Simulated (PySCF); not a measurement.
AlOCl, SMILES [O]=[Al][Cl].

The structure is a stationary point at B3LYP-D3(BJ)/def2-TZVP.

All values below come from B3LYP-D3(BJ)/def2-TZVP run with PySCF 2.14.0.

Frequencies are harmonic and unscaled.

Modes within 1.5 cm⁻¹ of each other (mostly degenerate sets) share a row, with their intensities summed.

Computed normal modes with their intensities:
| mode | ν (cm⁻¹) | IR (km/mol) | Raman (Å⁴/amu) | depolarisation | moving atoms (share of kinetic energy) |
|---|---|---|---|---|---|
| 1–2 | 175 | 137.4 | 1.6 | 0.75 | Al 59 %, O 32 %, Cl 9 % |
| 3 | 483 | 27.4 | 19.9 | 0.19 | Cl 54 %, O 25 %, Al 21 % |
| 4 | 1122 | 90.0 | 21.8 | 0.02 | O 54 %, Al 45 % |
